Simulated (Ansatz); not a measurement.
Stepwise reaction of `[F][GaH2]` with hydrogen chloride, as a gas-phase model of exchange steps in deposition or etching. ΔE in kJ/mol; ΔG adds harmonic PBE0-D4 terms to CCSD(T)/CBS, at 1 bar.

Calculated with Ansatz (gas phase, PBE0-D4/def2-TZVP geometries, no zero-point term in ΔE). CCSD(T)/CBS adds triple-zeta CCSD(T) − MP2 to the extrapolated MP2 energy (def2 sets, frozen cores). This one scheme is used for every species. DFT in def2-TZVPP. B3LYP here is the variant with VWN-RPA as its local correlation; programs differ in this. For Ga outer-core shells are correlated without core-valence functions, which leaves a few kJ/mol of doubt a bond. Scalar relativity is left out up to krypton.

| step | reaction | PBE-D4 | B3LYP-D4 | ωB97M-V | CCSD(T)/CBS | ΔG(400 K) |
| --- | --- | --- | --- | --- | --- | --- |
| 1 | `[F][GaH2]` + HCl → `[F][GaH][Cl]` + H₂ | -99.1 | -99.9 | -99.2 | -101.8 | -98.4 |

(1) Give the row of step 2, `[F][GaH][Cl]` + HCl → `[F][Ga]([Cl])[Cl]` + H₂. (Estimate.)

(2) By hand: ΔE of the 2 steps together at CCSD(T)/CBS.

Answers

(1) Ansatz gave: 
| step | reaction | PBE-D4 | B3LYP-D4 | ωB97M-V | CCSD(T)/CBS | ΔG(400 K) |
| --- | --- | --- | --- | --- | --- | --- |
| 2 | `[F][GaH][Cl]` + HCl → `[F][Ga]([Cl])[Cl]` + H₂ | -76.8 | -78.4 | -77.3 | -79.4 | -71.4 |

(2) (-101.8) + (-79.4) = -181.2 kJ/mol, or -90.6 kJ/mol a step.

In ΔE each step is higher than the one before. All are downhill at CCSD(T)/CBS. ΔG lies between -98.4 and -71.4 kJ/mol a step. PBE-D4 differs from CCSD(T)/CBS by 2.6 to 2.7 kJ/mol a step. Isolated molecules leave out the surface, adducts and barriers. Largest T1 diagnostic: 0.014.
